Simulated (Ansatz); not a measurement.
`F[Si](F)(Cl)Br` + HBr → `F[Si](F)(Br)Br` + HCl at 700 K and 1 bar (ligand exchange at the Si–Cl bond).

Gas-phase electronic energies from Ansatz, PBE0-D4/def2-TZVP geometries. CBS: MP2 limit from def2 TZ/QZ plus the TZ coupled-cluster correction, frozen cores. This one scheme is used for every species. For Br outer-core shells are correlated without core-valence functions, which leaves a few kJ/mol of doubt a bond. Scalar relativity is left out up to krypton.

| species | CCSD(T)/CBS energy (Eh) | H − E (kJ/mol) | S (J/(mol·K)) |
| --- | --- | --- | --- |
| `F[Si](F)(Cl)Br` | -3522.00110 | 80.9 | 420.7 |
| HBr | -2573.91920 | 36.5 | 223.7 |
| `F[Si](F)(Br)Br` | -5635.53679 | 80.6 | 427.8 |
| HCl | -460.38127 | 38.4 | 211.8 |

H − E and S are ideal-gas, rigid-rotor, harmonic terms from PBE0-D4/def2-TZVP. 1 Eh = 2625.50 kJ/mol, R = 8.31446 J/(mol·K).

**Question.** By hand: ΔE, ΔH, ΔS and ΔG.

**Answer.** ΔE = (-5635.53679) + (-460.38127) − (-3522.00110) − (-2573.91920) = 0.00224 Eh = 5.9 kJ/mol. Δ(H − E) = 80.6 + 38.4 − 80.9 − 36.5 = 1.6, so ΔH = 7.5 kJ/mol. ΔS = 427.8 + 211.8 − 420.7 − 223.7 = -4.8 J/(mol·K). ΔG = 7.5 − 700 × (-4.8)/1000 = 10.9 kJ/mol.

**Question.** By hand: the equilibrium constant, and the temperature at which ΔG would vanish if ΔH and ΔS stayed fixed.

**Answer.** log₁₀ K = −ΔG/(RT ln 10) = -0.8. ΔH and −TΔS have one sign here, so there is no such temperature.

TΔS isn't small against ΔH here. A doubt of 5 kJ/mol in ΔE shifts log₁₀ K by 0.4 here. These are equilibria of isolated gas molecules and say nothing of rates. Largest T1 diagnostic: 0.010 (customary marks: 0.02 for closed shells, 0.045 for open ones).

ΔS is within the doubt of such terms, so its sign, and with it that verdict, could turn.
